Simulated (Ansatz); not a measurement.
NbO, SMILES `[O]=[Nb]` radical at its PBE0-D4/def2-TZVP geometry, where that method's forces vanish. Charge 0, multiplicity 2. Nb: def2 effective core potential.

```xyz
2

O    -0.4021   -0.5102    0.5227
Nb    0.4021    0.5102   -0.5227
```

(1) What forces (eV/Å) does PBE-D4/def2-TZVPP give on these atoms in Ansatz? (Best estimate.)

## Answers

(1) The calculation gave: 
```
O1  -0.373 -0.473  0.485
Nb2  0.373  0.473 -0.485
```
